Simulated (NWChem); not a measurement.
Lowest excitation of H3O2 (+1)

SMILES: O[OH2+]
```xyz
5

O     -0.6509     0.4324     0.0000
O      0.5529    -0.3693     0.0000
H     -1.3383    -0.2763     0.0000
H      1.0613    -0.1146     0.8131
H      1.0613    -0.1146    -0.8131
```
Charge +1, spin multiplicity 1.

The numbers come from NWChem runs, not from measurements. All single points use one geometry, from B3LYP/def2-SVP, a minimum by its harmonic frequencies. It is one conformer; others weren't searched.

Basis set: aug-cc-pVDZ. CR-EOMCCSD(T) is the triples correction to the same EOM-CCSD root.

The correlated methods keep 2 core orbitals frozen. B3LYP has NWChem's definition, with VWN1-RPA local correlation. The structure started from a generated list of species. Coupled-cluster values serve here as a point of comparison, not as the truth.

| method | lowest vertical singlet excitation energy (eV) |
|---|---|
| CIS | ? |
| TD-PBE | ? |
| TD-B3LYP | 5.72 |
| EOM-CCSD | ? |
| CR-EOMCCSD(T) | 5.91 |
| TD-LDA (SVWN5) | ? |

Question: Complete the blanks.

Answer: 
- CIS, lowest vertical singlet excitation energy (eV): 6.21
- TD-PBE, lowest vertical singlet excitation energy (eV): 5.64
- EOM-CCSD, lowest vertical singlet excitation energy (eV): 6.12
- TD-LDA (SVWN5), lowest vertical singlet excitation energy (eV): 5.59
